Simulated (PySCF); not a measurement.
All of these have the formula C6H11N. The calculation used TDDFT wB97X-D/def2-SVPD, vertical, gas phase, core orbitals frozen in the response (PySCF). Geometries: GFN2-xTB; one conformer of each isolated species. Triplets are in the Tamm–Dancoff approximation.

A. `CCC(C)(C)C#N`
B. `C=CC(=C)CNC`
C. `C=C[C@@H]1CCNC1`
D. `CC/C=C\C=N\C`

Lowest singlet levels (six at most, fewer where fewer were computed) with oscillator strengths:

1. 5.14 eV (f 0.016); 5.92 eV (f 0.561); 6.32 eV (f 0.001); 7.01 eV (f 0.005); 7.16 eV (f 0.005); 7.26 eV (f 0.037); T1 3.34 eV
2. 6.30 eV (f 0.009); 7.02 eV (f 0.007); 7.37 eV (f 0.253); 7.45 eV (f 0.021); 7.68 eV (f 0.162); 7.71 eV (f 0.019); T1 4.64 eV
3. 4.60 eV (f 0.000); 5.86 eV (f 0.760); 7.22 eV (f 0.004); 7.31 eV (f 0.022); 7.52 eV (f 0.028); 7.54 eV (f 0.005); T1 3.47 eV
4. 7.96 eV (f 0.000); 8.30 eV (f 0.005); 8.30 eV (f 0.004); 9.15 eV (f 0.047); 9.18 eV (f 0.059); 9.49 eV (f 0.007); T1 6.68 eV

Question: Which spectrum belongs to which structure?

Answer: 1 = B, 2 = C, 3 = D, 4 = A.
- A: S1 at 7.96 eV, HOMO-1→LUMO+2 (14%), HOMO-1→LUMO+1 (13%), HOMO→LUMO+2 (12%); Löwdin shares by element: HOMO carbon 47% or more, nitrogen 31% (atoms not listed hold the other 22%); LUMO carbon 44% or more (atoms not listed hold the other 56%); HOMO -11.05 and LUMO 2.10 eV.
- B: S1 at 5.14 eV, HOMO→LUMO (94%); Löwdin shares by element: HOMO nitrogen 50%, carbon 21% or more (atoms not listed hold the other 28%); LUMO carbon 80% or more (atoms not listed hold the other 20%); HOMO -8.28 and LUMO 0.84 eV.
- C: S1 at 6.30 eV, HOMO→LUMO (62%), HOMO→LUMO+1 (19%), HOMO→LUMO+2 (8%); Löwdin shares by element: HOMO nitrogen 60%, carbon 16% or more, hydrogen 6% or more (atoms not listed hold the other 19%); LUMO carbon 54% or more, hydrogen 7% or more (atoms not listed hold the other 39%); HOMO -8.50 and LUMO 2.01 eV.
- D: S1 at 4.60 eV, HOMO-1→LUMO (94%); Löwdin shares by element: HOMO carbon 59% or more, nitrogen 19% (atoms not listed hold the other 22%); LUMO carbon 56% or more, nitrogen 24% (atoms not listed hold the other 20%); HOMO -8.76 and LUMO 0.77 eV.
